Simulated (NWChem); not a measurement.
Everything below was run with NWChem. System: CCl, charge 0, spin multiplicity 2, displaced from the optimised geometry. The structure started from a generated list of species. Its SCF solution wasn't tested for a lower state. Level: UPBE0/def2-SVP.

Input file:

```
start mol
memory heap 200 mb stack 900 mb global 1100 mb
geometry units angstroms nocenter noautoz
  C      0.000000     0.000000     1.250636
  Cl     0.000000     0.000000    -0.441401
  symmetry group C2v
end
basis spherical
  * library def2-svp
end
basis "cd basis" spherical
  * library weigend_coulomb_fitting
end
dft
  xc pbe0
  odft
  mult 2
  semidirect memsize 60000000 filesize 0
  iterations 100
end
task dft gradient
```

Part of the output:

```
             Northwest Computational Chemistry Package (NWChem) 7.3.0
             --------------------------------------------------------

                                NWChem Input Module
                                -------------------

 Scaling coordinates for geometry "geometry" by  1.889725989
 (inverse scale =  0.529177249)

 Turning off AUTOSYM since
 SYMMETRY directive was detected!

                             Geometry "geometry" -> ""
                             -------------------------

 Output coordinates in angstroms (scale by  1.889725989 to convert to a.u.)

  No.       Tag          Charge          X              Y              Z
 ---- ---------------- ---------- -------------- -------------- --------------
    1 C                    6.0000     0.00000000     0.00000000     1.25063600
    2 Cl                  17.0000     0.00000000     0.00000000    -0.44140100

 Effective nuclear repulsion energy (a.u.)      31.9000585673

            Nuclear Dipole moment (a.u.)
            ----------------------------
        X                 Y               Z
 ---------------- ---------------- ----------------
     0.0000000000     0.0000000000    -0.0000018897

      Symmetry information
      --------------------

 Group name             C2v
 Group number             16
 Group order               4
 No. of unique centers     2

      Symmetry unique atoms

     1    2


 Summary of "ao basis" -> "" (spherical)
 ------------------------------------------------------------------------------
       Tag                 Description            Shells   Functions and Types
 ---------------- ------------------------------  ------  ---------------------
 *                          def2-svp                  on all atoms

 Summary of "cd basis" -> "" (spherical)
 ------------------------------------------------------------------------------
       Tag                 Description            Shells   Functions and Types
 ---------------- ------------------------------  ------  ---------------------
 *                  weigend_coulomb_fitting           on all atoms

                                 NWChem DFT Module
                                 -----------------

 Summary of "ao basis" -> "ao basis" (spherical)
 ------------------------------------------------------------------------------
       Tag                 Description            Shells   Functions and Types
 ---------------- ------------------------------  ------  ---------------------
 C                          def2-svp                 6       14   3s2p1d
 Cl                         def2-svp                 8       18   4s3p1d

 Summary of "cd basis" -> "cd basis" (spherical)
 ------------------------------------------------------------------------------
       Tag                 Description            Shells   Functions and Types
 ---------------- ------------------------------  ------  ---------------------
 C                  weigend coulomb fitting         15       49   6s4p3d1f1g
 Cl                 weigend coulomb fitting         17       51   8s4p3d1f1g

 Summary of "ao basis" -> "ao basis" (spherical)
 ------------------------------------------------------------------------------
       Tag                 Description            Shells   Functions and Types
 ---------------- ------------------------------  ------  ---------------------
 C                          def2-svp                 6       14   3s2p1d
 Cl                         def2-svp                 8       18   4s3p1d
[...]
    18      0.692730  2 Cl s                  6      0.574332  1 C  pz
     3     -0.470032  1 C  s                  2     -0.421046  1 C  s
    17      0.257592  2 Cl s                 24      0.255368  2 Cl pz
    30     -0.194510  2 Cl d  0              16     -0.184277  2 Cl s

   alpha - beta orbital overlaps
   -----------------------------

   alpha      1      2      3      4      5      6      7      8      9     10
    beta      1      2      3      4      5      6      7      8     10      9
 overlap   1.000  1.000  1.000  1.000  1.000  1.000  0.999  0.995  0.983  1.000

   alpha     11     12     13     14     15     16     17     18     19     20
    beta     11     13     12     14     15     16     18     17     19     20
 overlap   0.996  0.979  0.999  0.999  0.998  0.998  0.994  1.000  0.999  1.000

   alpha     21     22     23     24     25     26     27     28     29     30
    beta     21     23     22     24     25     26     27     29     28     31
 overlap   0.999  1.000  0.999  0.999  1.000  0.999  0.999  1.000  0.997  1.000

   alpha     31     32
    beta     30     32
 overlap   1.000  0.998

     --------------------------
     Expectation value of S2:
     --------------------------
      <S2> =      0.7542 (Exact =     0.7500)

 center of mass
 --------------
 x =   0.00000000 y =   0.00000000 z =  -0.01720603

 moments of inertia (a.u.)
 ------------------
          91.341902291411           0.000000000000           0.000000000000
           0.000000000000          91.341902291411           0.000000000000
           0.000000000000           0.000000000000           0.000000000000

     Multipole analysis of the density
     ---------------------------------

     L   x y z        total         alpha         beta         nuclear
     -   - - -        -----         -----         ----         -------
     0   0 0 0     -0.000000    -12.000000    -11.000000     23.000000

     1   1 0 0      0.000000     -0.000000      0.000000      0.000000
     1   0 1 0     -0.000000      0.000000     -0.000000      0.000000
     1   0 0 1     -0.540828     -1.275314      0.734488     -0.000002

     2   2 0 0    -12.690009     -6.657322     -6.032687      0.000000
     2   1 1 0     -0.000000     -0.000000     -0.000000      0.000000
     2   1 0 1     -0.000000     -0.000000     -0.000000      0.000000
     2   0 2 0    -14.004556     -8.024463     -5.980093      0.000000
     2   0 1 1      0.000000     -0.000000      0.000000      0.000000
     2   0 0 2    -15.062412    -33.171919    -27.231349     45.340856

            General Information
            -------------------
          SCF calculation type: DFT
          Wavefunction type:  spin polarized.
          No. of atoms     :     2
          No. of electrons :    23
           Alpha electrons :    12
            Beta electrons :    11
          Charge           :     0
          Spin multiplicity:     2
          Use of symmetry is: on ; symmetry adaption is: on
          Maximum number of iterations: 100
          AO basis - number of functions:    32
                     number of shells:    14
          A Charge density fitting basis will be used.
          CD basis - number of functions:   100
                     number of shells:    32
          Convergence on energy requested:  1.00D-06
          Convergence on density requested:  1.00D-05
          Convergence on gradient requested:  5.00D-04

              XC Information
              --------------
                         PBE0 Method XC Functional
                     Hartree-Fock (Exact) Exchange  0.250
          PerdewBurkeErnzerhof Exchange Functional  0.750
            Perdew 1991 LDA Correlation Functional  1.000 local
           PerdewBurkeErnz. Correlation Functional  1.000 non-local

             Grid Information
             ----------------
          Grid used for XC integration:  medium
          Radial quadrature: Mura-Knowles
          Angular quadrature: Lebedev.
          Tag              B.-S. Rad. Rad. Pts. Rad. Cut. Ang. Pts.
          ---              ---------- --------- --------- ---------
          C                   0.70       49           6.0       434
          Cl                  1.00       88           7.0       590
          Grid pruning is: on
          Number of quadrature shells:   137
          Spatial weights used:  Erf1

          Convergence Information
          -----------------------
          Convergence aids based upon iterative change in
          total energy or number of iterations.
          Levelshifting, if invoked, occurs when the
          HOMO/LUMO gap drops below (HL_TOL):  1.00D-02
          DIIS, if invoked, will attempt to extrapolate
          using up to (NFOCK): 10 stored Fock matrices.

                    Damping( 0%)  Levelshifting(0.5)       DIIS
                  --------------- ------------------- ---------------
          dE  on:    start            ASAP                start
          dE off:    2 iters        100 iters           100 iters

      Screening Tolerance Information
      -------------------------------
          Density screening/tol_rho:  1.00D-10
          AO Gaussian exp screening on grid/accAOfunc:  14
          CD Gaussian exp screening on grid/accCDfunc:  20
          XC Gaussian exp screening on grid/accXCfunc:  20
          Schwarz screening/accCoul:  1.00D-08

  int_init: cando_txs set to always be  F
  intd_init: cando_txs set to always be  F

                            NWChem DFT Gradient Module
                            --------------------------

  charge          =   0.00
  wavefunction    = open shell

  Using symmetry

                         DFT ENERGY GRADIENTS

    atom               coordinates                        gradient
                 x          y          z           x          y          z
   1 C       0.000000   0.000000   2.363359    0.000000   0.000000   0.015785
   2 Cl      0.000000   0.000000  -0.834127    0.000000   0.000000  -0.015785

                 ----------------------------------------
                 |  Time  |  1-e(secs)   |  2-e(secs)   |
                 ----------------------------------------
                 |  CPU   |       0.00   |       0.15   |
                 ----------------------------------------
                 |  WALL  |       0.00   |       0.15   |
                 ----------------------------------------

 Task  times  cpu:        0.5s     wall:        0.5s

 Total times  cpu:        0.6s     wall:        0.6s
```
